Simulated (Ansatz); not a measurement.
`Sc1ccc(-c2ccc(-c3ccc(-c4ccc(S)nc4)nc3)nc2)nc1`. Charge 0, multiplicity 3. Geometry PBE-D4/def2-SVP, that of the neutral singlet; atoms count from 1.

```xyz
40

S     7.105    5.663    2.594
C     5.705    4.728    2.054
C     4.568    5.277    1.427
C     3.525    4.432    1.044
C     3.622    3.043    1.288
C     2.558    2.084    0.911
C     2.679    0.717    1.244
C     1.671   -0.176    0.889
C     0.531    0.300    0.198
C    -0.588   -0.581   -0.206
C    -1.659   -0.068   -0.970
C    -2.706   -0.905   -1.347
C    -2.685   -2.267   -0.960
C    -3.757   -3.219   -1.326
C    -4.860   -2.881   -2.143
C    -5.829   -3.838   -2.441
C    -5.669   -5.137   -1.905
S    -6.887   -6.375   -2.266
N    -4.630   -5.483   -1.128
C    -3.710   -4.552   -0.853
N    -1.665   -2.759   -0.220
C    -0.668   -1.952    0.138
N     0.417    1.607   -0.133
C     1.387    2.453    0.209
N     4.715    2.524    1.894
C     5.711    3.326    2.261
H     6.635    6.878    2.195
H     4.497    6.360    1.240
H     2.637    4.863    0.561
H     3.582    0.390    1.779
H     1.773   -1.240    1.145
H    -1.635    0.996   -1.246
H    -3.539   -0.498   -1.939
H    -4.969   -1.868   -2.557
H    -6.692   -3.591   -3.076
H    -6.239   -7.327   -1.537
H    -2.862   -4.851   -0.215
H     0.124   -2.422    0.747
H     1.227    3.502   -0.101
H     6.579    2.847    2.751
```

Single mean-field runs in def2-TZVP are fitted with def2-universal-jkfit. At PBE0-D4/def2-TZVP a singlet of charge 0 lies 2.64 eV below the triplet at the same geometry.

Problem. Estimate the Mulliken populations of the heavy atoms from the PBE0/def2-TZVP orbitals of Ansatz.

Solution. 
```tsv
atom	charge (e)	spin (α − β)
S1	-0.14	0.06
C2	0.17	0.16
C3	-0.20	-0.07
C4	-0.22	0.12
C5	0.24	-0.04
C6	0.10	0.31
C7	-0.24	-0.01
C8	-0.17	0.14
C9	0.28	0.18
C10	0.07	0.19
C11	-0.23	0.13
C12	-0.18	-0.01
C13	0.30	0.32
C14	0.04	-0.03
C15	-0.16	0.11
C16	-0.17	-0.06
C17	0.20	0.15
S18	-0.17	0.07
N19	-0.23	-0.06
C20	-0.12	0.14
N21	-0.22	-0.04
C22	-0.10	0.16
N23	-0.22	0.09
C24	-0.10	0.00
N25	-0.22	0.10
C26	-0.12	-0.05
```
Mulliken values depend strongly on the basis.

Problem. Where does the spin sit?

Solution. Summed by element: S 0.13, C 1.84, N 0.08, H -0.04, of 2 unpaired in all. Largest on single atoms: C13 0.32, C6 0.31, C10 0.19.

Problem. And the Mayer bond orders between heavy atoms (over 0.3)?

Solution. S1–C2 1.11 (1.77 Å); C2–C3 1.31 (1.41 Å); C2–C26 1.27 (1.42 Å); C3–C4 1.53 (1.40 Å); C4–C5 1.31 (1.41 Å); C5–C6 1.09 (1.48 Å); C5–N25 1.30 (1.35 Å); C6–C7 1.20 (1.41 Å); C6–C24 1.18 (1.41 Å); C7–C8 1.57 (1.39 Å); C8–C9 1.16 (1.42 Å); C9–C10 1.21 (1.48 Å); C9–N23 1.18 (1.35 Å); C10–C11 1.18 (1.41 Å); C10–C22 1.15 (1.42 Å); C11–C12 1.57 (1.39 Å); C12–C13 1.20 (1.42 Å); C13–C14 1.11 (1.48 Å); C13–N21 1.20 (1.35 Å); C14–C15 1.28 (1.41 Å); C14–C20 1.28 (1.42 Å); C15–C16 1.54 (1.39 Å); C16–C17 1.30 (1.41 Å); C17–S18 1.11 (1.77 Å); C17–N19 1.39 (1.34 Å); N19–C20 1.57 (1.34 Å); N21–C22 1.72 (1.33 Å); N23–C24 1.72 (1.33 Å); N25–C26 1.61 (1.33 Å).
